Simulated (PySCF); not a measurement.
**UHF on Al²⁺ (aluminium, charge +2)**

Configuration: [Ne] 3p1, 2P determinant (an excited configuration). Calculation: PySCF 2.14, in aug-cc-pwCVTZ; no relativity, point nucleus.

| Property | Result |
| --- | --- |
| Total energy | -240.788782 hartree |
| One-electron energy | -326.5692 hartree |
| Hartree (Coulomb) energy | 103.4445 hartree |
| Exchange energy | -17.6641 hartree |
| Kinetic energy | 240.77741 hartree |
| ⟨S²⟩ | 0.7500 |
| ⟨L²⟩ | 2.000 |
| Sum of ⟨r⟩ | 7.668 bohr |
| Sum of ⟨r²⟩ | 11.41 bohr² |
| Traceless quadrupole moment −½Σ⟨3z² − r²⟩ along its main axis | -3.10 e·bohr² |
| Density at the nucleus (Gaussians lack the cusp) | 1380 bohr⁻³ |
| Spin density at the nucleus | -0.0271 bohr⁻³ |
| Langevin diamagnetic susceptibility | -9.04 ×10⁻⁶ cm³/mol |

| shell | electrons | mean orbital energy (hartree) | spread (hartree) | rms radius, mean of both spins (bohr) |
| --- | --- | --- | --- | --- |
| 1s α | 1 | -59.32778 | 0 | 0.140 |
| 1s β | 1 | -59.32130 | 0 | 0.140 |
| 2s α | 1 | -5.70842 | 0 | 0.678 |
| 2s β | 1 | -5.70107 | 0 | 0.678 |
| 2p α | 3 | -4.03335 | 0.01547 | 0.670 |
| 2p β | 3 | -4.01988 | 0.01598 | 0.670 |
| 3p α | 1 | -0.79014 | 0 | 2.79 |

Spin-orbit constants ζ (cm⁻¹) from the X2C one-electron operator on these orbitals (non-relativistic here): bare nucleus, nucleus screened by l(l+1)(2l+1)/3 electrons, and screened by the Breit-Pauli mean field of the electrons.

```
shell   bare  screened nucleus  mean field
   2p   2675              2264        2078
   3p  158.7             134.3       121.6
```

To first order the Landé constant is A = 121.6 cm⁻¹, so the lowest level has J = 1/2 and lies 0.0151 eV below the centre of the term.
